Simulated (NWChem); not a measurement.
Ionisation of NS

SMILES: [N]=S
```xyz
2

N      0.0000     0.0000     1.0445
S      0.0000     0.0000    -0.4570
```
Charge 0, spin multiplicity 2.

Program: NWChem. Structure: optimised with UPBE0/def2-SVP, a minimum by its harmonic frequencies.

Basis set: def2-TZVP. The species with one electron less has spin multiplicity 1 and keeps the geometry of the parent. Δ marks differences of total energies (open shells unrestricted). −ε marks an orbital energy of the parent. That orbital need not have the symmetry of the hole or added electron in the Δ rows. That singlet is a closed-shell solution.

The correlated methods keep 6 core orbitals frozen. B3LYP has NWChem's definition, with VWN1-RPA local correlation. The structure started from a generated list of species. The unpaired electrons of the parent sit in orbitals of symmetry b1 (C2v labels of the run); other states weren't searched. No SCF solution was tested for a lower state.

Problem. One of these methods gave a first vertical ionisation energy of 8.88 eV. Which?
A) −ε(alpha HOMO) of CAM-B3LYP
B) ΔB2PLYP
C) −ε(alpha HOMO) of B3LYP
D) ΔTPSS

Solution. B, ΔB2PLYP. The others give 7.78 (−ε(alpha HOMO) of CAM-B3LYP), 9.15 (ΔTPSS), 6.11 (−ε(alpha HOMO) of B3LYP).
